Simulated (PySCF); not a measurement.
C₃H₉MgN. Atoms are numbered in the order given.

```xyz
14

Mg     0.0515     0.7964     0.6751
C     -0.2794    -0.4683    -1.0002
C     -1.2285    -1.6327    -0.6772
C      1.0312    -0.9877    -1.6112
H     -0.7752     0.1649    -1.7617
H     -1.4171    -2.2690    -1.5662
H     -0.8144    -2.3025     0.0982
H     -2.2139    -1.2905    -0.3159
H      1.7023    -0.1729    -1.9340
H      0.8470    -1.6225    -2.5022
H      1.6008    -1.6131    -0.9001
N      0.3468     1.9286     2.1723
H      1.1380     2.5537     2.3162
H     -0.2529     2.0267     2.9897
```
Charge 0, spin multiplicity 1.

Geometry optimised at B3LYP-D3(BJ)/def2-SVP. The structure was generated by enumeration; whether it is a known compound was not checked. The values are those of a single conformer.

Method: PBE/pcSseg-1 in PySCF.

GIAO shieldings, no solvent; atoms alike by connectivity are averaged. δ = σ(ref) − σ: ¹³C against TMS (σ = 182.0 ppm); ¹H against TMS (σ = 31.49 ppm); ¹⁵N against NH3 (σ = 267.0 ppm), references at their B3LYP-D3(BJ)/def2-TZVP geometries, non-relativistic.

| atoms | nucleus | count | δ (ppm) |
|---|---|---|---|
| C3, C4 | ¹³C | 2 | [?] |
| C2 | ¹³C | 1 | [?] |
| H6, H7, H8, H9, H10, H11 | ¹H | 6 | 1.82 |
| H5 | ¹H | 1 | 1.15 |
| H13, H14 | ¹H | 2 | -1.34 |
| N12 | ¹⁵N | 1 | [?] |

### Question
Some entries are withheld; supply them. (An estimate is asked for; the answer gives what the named calculation found.)

### Answer

- N12, δ (ppm): -23.6
- C2, δ (ppm): 19.6
- C3, C4, δ (ppm): 29.6
